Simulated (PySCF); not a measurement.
Stationary points of SnH₅⁻

These are results of PBE0 in PySCF with Sn def2-TZVPD with ECP28, H def2-TZVPD; scalar-relativistic core potentials, no spin–orbit coupling; density-fitted integrals, not measurements.

Relaxations began from a few typed shapes. The search is not exhaustive: other isomers or separated fragments can lie lower, and high-lying points may rest on an excited occupation.

```tsv
spin	group	bonds	angles	imaginary modes (cm⁻¹)	ΔE (kJ/mol)	ΔE with ZPE (kJ/mol)
singlet	D3h	Sn–H 1.767 Å (×3), Sn–H 1.876 Å (×2)	H–Sn–H 90.0° (×6), H–Sn–H 120.0° (×3), H–Sn–H 180.0°	none	0.0	0.0
singlet	C4v	Sn–H 1.741 Å, Sn–H 1.829 Å (×4)	H–Sn–H 87.3° (×4), H–Sn–H 102.5° (×4), H–Sn–H 155.1° (×2)	337i	8.9	–
```

The lowest minimum found is the singlet D3h: Sn–H 1.767 Å (×3), Sn–H 1.876 Å (×2); H–Sn–H 90.0° (×6), H–Sn–H 120.0° (×3), H–Sn–H 180.0°.

Counting electrons, tin keeps none of its valence electrons outside its bonds, so the VSEPR class is AX5 and the expected shape is trigonal bipyramidal (D3h), as computed.

For the lowest minimum: the lowest empty level of this anion is unbound, so it and the gap depend on the basis.
